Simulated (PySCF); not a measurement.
AsBH4O, SMILES OB[AsH2]. Geometry: PBE-D3(BJ)/def2-TZVP. One conformer was computed; it need not be the lowest.

Question: Give the equilibrium geometry at PBE-D3(BJ)/def2-TZVP (PySCF confirms it by a frequency run) as Cartesian coordinates in Å. (The exact figures need the calculation; the answer reports its results.)

Answer: Several could match; the one computed here: 
```xyz
7

B     -1.2599     0.3411    -0.1870
As     0.6090    -0.4884     0.0120
H      0.1527    -1.4131     1.1444
H      1.1421     0.5813     0.9794
H     -2.1920    -0.3746    -0.4483
O     -1.5193     1.6747    -0.1518
H     -0.7457     2.2193     0.0762
```
